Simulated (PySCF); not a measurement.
# MN15 on Zn (zinc, neutral)

Configuration: [Ar] 3d10 4s2, closed-shell 1S. Calculation: PySCF 2.14, in aug-cc-pVDZ-PP with ECP10MDF (5s5p4d2f, 54 functions); a scalar-relativistic core potential.

* Total energy: -227.4610 hartree
* One-electron energy: -407.7512 hartree
* Hartree (Coulomb) energy: 201.6155 hartree
* Exchange-correlation energy: -21.3253 hartree
* ⟨S²⟩: 0.0000
* ⟨L²⟩: 0.000
* Sum of ⟨r⟩: 20.23 bohr
* Sum of ⟨r²⟩: 33.60 bohr²
* Time after the integrals: 1.2 s of wall time on 1 thread of Neoverse-V1 (shared host)

```tsv
shell	electrons	mean orbital energy (hartree)	rms radius, mean of both spins (bohr)
3s	2	-4.68651	0.755
3p	6	-3.06735	0.801
3d	10	-0.55597	1.02
4s	2	-0.27543	3.01
```

Energies and moments cover only the electrons outside the core potential.
